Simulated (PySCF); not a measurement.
## Spinor energies of Tc (technetium, neutral)

Start: [Kr] 4d4 5s2 5p1; 4d5/2 filled at m_j = -1/2, +1/2, +3/2, +5/2; 5p3/2 filled at m_j = +3/2. Calculated with PySCF 2.14 in x2c-TZVPall-2c with one added diffuse shell each of s, p, d type (9s10p8d1f, 86 functions): generalised Hartree-Fock with the X2C-1e Hamiltonian and a Gaussian nucleus; one run each with spin-orbit coupling (SO) switched off, then screened by Boettger's factors. This is a chosen level, not necessarily the ground level.

```tsv
spinor shell	electrons	ε, spin-free (eV)	ε, screened SO (eV)	weight of nominal j (screened SO)	rms radius, screened SO (bohr)
1s1/2	2	-21165.5	-21164.4	1.000	0.0394
2s1/2	2	-3102.4	-3102.2	1.000	0.162
2p1/2	2	-2770.6	-2852.2	1.000	0.141
2p3/2	4	-2770.6	-2732.5	1.000	0.145
3s1/2	2	-578.64	-578.62	1.000	0.442
3p1/2	2	-466.71	-480.95	1.000	0.439
3p3/2	4	-466.71	-460.13	1.000	0.450
3d3/2	4	-285.70	-288.12	0.971	0.433
3d5/2	6	-285.70	-284.12	0.981	0.436
4s1/2	2	-95.124	-95.171	1.000	1.12
4p1/2	2	-61.045	-65.419	0.695	1.25
4d5/2	4	-18.333	-18.345	0.665	1.72
5s1/2	2	-8.801	-8.829	0.998	3.48
5p3/2	1	-5.402	-5.324	1.000	4.42
```

Q: Where does 4p3/2 lie, and what is the 4p spin-orbit splitting (screened SO)?

A: At -59.016 eV, 6.403 eV above 4p1/2.

```tsv
quantity	spin-free	screened SO
E (hartree)	-4282.52185	-4283.06926
M_J	11/2	11/2
⟨J²⟩	35.786	35.795
⟨L²⟩	12.021	12.104
⟨S²⟩	8.765	8.732
```

Each row is a mean over spinors that exchange with the open shell spreads, by up to 9.610 eV (4p3/2).

Rows whose weight is well below 1 are mixtures of j = l ± 1/2: exchange outweighs spin-orbit coupling there, and the label is only the starting occupation.

Breit and QED terms are absent; they matter most for the inner s and p1/2 levels.

Densities and radii are taken from the X2C orbitals without a picture-change correction, which distorts them close to the nucleus.

Without spin-orbit coupling the j labels of p, d and f shells carry no meaning; the spin-free column gives the mean over the occupied spinors of each nl shell.
